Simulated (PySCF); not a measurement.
C5H8Si.

```xyz
14

C      0.9373     1.3734    -0.4881
C     -0.3689     1.3999    -0.8219
C     -1.4140     0.4202    -0.3511
Si    -0.6904    -1.2282     0.2565
C      1.0526    -0.7985     0.7745
C      1.5984     0.3647     0.3524
H      1.5779     2.1794    -0.8588
H     -0.7186     2.2259    -1.4521
H     -1.9693     0.8809     0.4901
H     -2.1714     0.2582    -1.1359
H     -1.4981    -1.7732     1.3880
H     -0.6916    -2.2634    -0.8251
H      1.6712    -1.4713     1.3783
H      2.6340     0.5999     0.6290
```
Charge 0, spin multiplicity 1.

Geometry optimised at B3LYP-D3(BJ)/def2-SVP. The values are those of a single conformer.

These are KT2/pcSseg-1 (PySCF) values and carry that method's errors. Non-relativistic, no solvent.

Computed absolute GIAO shielding of each atom: isotropic value and principal components (ppm):
```csv
atom,σ(iso),σ11,σ22,σ33,span
C1,57.5,-46.6,67.3,151.9,198.5
C2,55.4,-43.9,54.8,155.2,199.1
C3,173.2,150.8,179.0,189.9,39.0
Si4,423.0,391.0,422.1,455.9,64.9
C5,69.7,-33.7,68.7,174.2,208.0
C6,41.5,-70.7,40.5,154.6,225.3
H7,25.5,24.1,24.3,28.0,3.9
H8,25.2,22.6,25.3,27.7,5.0
H9,29.1,24.7,27.3,35.4,10.6
H10,29.5,25.9,27.8,34.8,8.9
H11,26.8,24.3,24.9,31.1,6.8
H12,26.5,23.4,24.7,31.5,8.2
H13,25.5,24.6,24.7,27.1,2.6
H14,24.6,22.8,23.3,27.6,4.8
```
